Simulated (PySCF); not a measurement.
**`InChI=1S/C6H5F/c1-3-6(2)4-5-7/h1,5H,2H3`**

Cartesian coordinates in Å; atom numbers follow the order of the lines, from 1:
```xyz
12

C    -1.913    1.882    0.256
C    -1.114    0.995    0.128
C    -0.204   -0.083   -0.021
C    -0.807   -1.451   -0.178
C     1.087    0.137   -0.034
C     2.364    0.341   -0.049
F     3.125    0.317    1.073
H    -2.601    2.666    0.370
H    -1.417   -1.683    0.694
H    -1.451   -1.472   -1.056
H    -0.028   -2.202   -0.283
H     2.959    0.552   -0.928
```

The calculation used TDDFT CAM-B3LYP/def2-SVPD circular dichroism and optical rotation, one conformer, gas phase in PySCF 2.14.0. Geometry: GFN2-xTB.

No stereocentre is labelled: unless the shape is locked (an allene, a helicene, a hindered biaryl), the mirror image is equally populated and a measured rotation or CD is zero.

Q: Draw the ECD and absorption spectra from the lowest 8 states, each a Gaussian of half-width 0.3 eV at 1/e height.

A: 
```csv
E (eV),λ (nm),Δε (L mol⁻¹ cm⁻¹),ε (L mol⁻¹ cm⁻¹)
4.30,288,+0.01,1.75
4.40,282,+0.02,4.75
4.50,275,+0.05,10.3
4.60,269,+0.08,18.1
4.70,264,+0.11,25.8
4.80,258,+0.11,33.2
4.90,253,+0.05,55.4
5.00,248,-0.12,161
5.10,243,-0.46,551
5.20,238,-0.96,1650
5.30,234,-1.26,4010
5.40,229,-0.69,7830
5.50,225,+1.17,12300
5.60,221,+3.66,15400
5.70,217,+5.27,15400
5.80,214,+4.95,12400
5.90,210,+3.12,8030
6.00,207,+1.12,4160
6.10,203,-0.09,1730
6.20,200,-0.44,576
6.30,197,-0.36,157
6.40,194,-0.26,40.7
6.50,191,-0.37,30.7
6.60,188,-0.91,78
6.70,185,-2.13,216
6.80,182,-4.10,544
6.90,180,-6.16,1230
7.00,177,-6.66,2470
7.10,175,-3.73,4260
7.20,172,+2.91,6240
```
Δε uses R in velocity form, ε uses f in length form. Only the states computed contribute, so the short-wavelength end is incomplete.
